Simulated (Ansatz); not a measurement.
Consider the cleavage of the Sn–Si bond: `[CH3][SnH2][SiH2]N` + CH₃SH → `C[S][SnH2][CH3]` + `N[SiH3]`.

Isolated molecules relaxed with PBE0-D4/def2-TZVP in Ansatz; ΔE leaves out vibrations. CCSD(T)/CBS is the MP2 limit (def2-TZVPP, def2-QZVPP) plus CCSD(T) − MP2 in def2-TZVPP, frozen cores. This one scheme is used for every species. DFT in def2-TZVPP. B3LYP here is the variant with VWN-RPA as its local correlation; programs differ in this. def2 core potentials past Kr. For Sn outer-core shells are correlated without core-valence functions, which leaves a few kJ/mol of doubt a bond. Each species was taken in one conformer, which may not be the lowest.

(1) Is it downhill or uphill in electronic energy at CCSD(T)/CBS, and by how much? (An estimate is asked.)

(2) What do these levels give: PBE0-D4, B3LYP-D4, ωB97M-V, PBE0, B3LYP, HF/def2-TZVPP, SCS-MP2/def2-TZVPP, CCSD/def2-TZVPP, SCS-MP2/def2-QZVPP, HF/CBS(def2), MP2/CBS(def2), CCSD/CBS(def2)? (Best estimate.)

Largest T1 diagnostic among the species: 0.012.

Results:

(1) Computed: Downhill: ΔE = -43.8 kJ/mol.

(2) Ansatz gave: PBE0-D4 -34.7, B3LYP-D4 -40.4, ωB97M-V -41.8, PBE0 -33.6, B3LYP -38.1, HF/def2-TZVPP -50.9, SCS-MP2/def2-TZVPP -47.7, CCSD/def2-TZVPP -40.8, SCS-MP2/def2-QZVPP -49.3, HF/CBS(def2) -51.5, MP2/CBS(def2) -49.7, CCSD/CBS(def2) -43.3 kJ/mol.

In def2-TZVPP, CCSD(T) changes the Hartree–Fock value by +9.6 kJ/mol (the triples alone add −0.5 kJ/mol) and MP2 by +3.7 kJ/mol. From PBE to PBE0 (25 % exact exchange), in def2-TZVPP and without D4, ΔE moves by −3.3 kJ/mol.
